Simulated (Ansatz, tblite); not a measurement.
Spin states of the cluster Li₂Sn₂⁻ (the lowest doublet isomer of a short search), each relaxed with PBE-D4/def2-TZVPD in Ansatz. Electronic energies in the gas phase.

In the def2 sets Sn takes a core potential; there is no spin–orbit coupling. The xTB rows come from tblite. Correlated methods freeze 8 core orbitals; core or outer-core shells of Li, Sn are correlated, in sets that lack core-valence functions. HOMO above LUMO, or a gap near zero within one spin, warns that the state may not be the lowest or that an electron is smeared out. The structure comes from a short search, and lower isomers may exist.

Doublet geometry (Cs within 0.1 Å):

```xyz
4

Li   -2.275    0.635    0.657
Li   -0.094   -1.375    0.591
Sn    2.255   -0.420   -0.743
Sn    0.113    1.160   -0.504
```

Quartet geometry:

| atom | x (Å) | y (Å) | z (Å) |
| --- | --- | --- | --- |
| Li1 | -2.2598 | 0.7246 | 0.6552 |
| Li2 | -0.2166 | -1.3647 | 0.5227 |
| Sn3 | 2.1818 | -0.7127 | -0.8735 |
| Sn4 | 0.2945 | 1.3528 | -0.3045 |

⟨S²⟩: doublet 0.87 at PBE0-D4/def2-TZVPD (pure 0.75), quartet 3.77 at PBE0-D4/def2-TZVPD (pure 3.75).

Run but left out: HF/STO-3G, HF/def2-TZVPD, r2SCAN0-D4/def2-TZVPD, PBE-QIDH/def2-TZVPD, MP2/def2-TZVPD, CCSD/def2-TZVPD, CCSD(T)/def2-TZVPD (doublet: ⟨S²⟩ 1.14 to 1.98, where a pure state has 0.75).

Only these spin states were relaxed.

(1) Estimate which spin state lies lowest at each of these levels, and by how much: GFN1-xTB; LDA (SPW92)/def2-TZVPD; PBE-D4/def2-TZVPD; BLYP-D4/def2-TZVPD; r2SCAN-D4/def2-TZVPD; PBE0-D4/def2-TZVPD; BHLYP-D4/def2-TZVPD; RPA@PBE/def2-TZVPD.

## Answers

(1) 
| level | quartet − doublet (kJ/mol) | lowest of these | remarks |
| --- | --- | --- | --- |
| GFN1-xTB | 242.5 | doublet | – |
| LDA (SPW92)/def2-TZVPD | 107.5 | doublet | HOMO above zero (doublet), HOMO above zero (quartet), gap within one spin near zero (quartet) |
| PBE-D4/def2-TZVPD | 88.2 | doublet | HOMO above zero (doublet), HOMO above zero (quartet) |
| BLYP-D4/def2-TZVPD | 90.6 | doublet | HOMO above zero (doublet), HOMO above zero (quartet) |
| r2SCAN-D4/def2-TZVPD | 86.2 | doublet | HOMO above zero (doublet), HOMO above zero (quartet), spin-contaminated (⟨S²⟩ 0.92) (doublet) |
| PBE0-D4/def2-TZVPD | 81.6 | doublet | HOMO above zero (quartet), spin-contaminated (⟨S²⟩ 0.87) (doublet) |
| BHLYP-D4/def2-TZVPD | 77.9 | doublet | spin-contaminated (⟨S²⟩ 0.96) (doublet) |
| RPA@PBE/def2-TZVPD | 89.8 | doublet | – |

Change of the quartet − doublet gap on mixing in exact exchange, in kJ/mol: PBE to PBE0 (25 % exact exchange) -6.6; BLYP to BHLYP (50 % exact exchange) -12.7. The xTB methods have no term that favours high spin, so they put low spin too low.
